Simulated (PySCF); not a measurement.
HNSi, SMILES N#[SiH]. Atoms are numbered in the order given.

```xyz
3

H      0.0000     0.0000    -1.9120
Si     0.0000     0.0000    -0.4289
N      0.0000     0.0000     1.1310
```
Charge 0, spin multiplicity 1.

Geometry: B3LYP-D3(BJ)/def2-TZVPD.

Two levels are set side by side: PBE/pcSseg-2 (PySCF) and PBE0/pcSseg-2 (PySCF). GIAO shifts against NH3 (¹⁵N), TMS (²⁹Si), TMS (¹H) at the same level; non-relativistic, no solvent, atoms listed together averaged. Differences are taken from unrounded values.

```tsv
quantity	PBE0	PBE	PBE minus PBE0
δ(¹H) of H1 (ppm)	7.56	7.70	0.14
δ(²⁹Si) of Si2 (ppm)	30.0	-8.8	-38.8
δ(¹⁵N) of N3 (ppm)	521.7	474.9	-46.8
```

Rough cost on one machine, each run with all the roots and properties that it gave: PBE0 against PBE within a factor of 2.
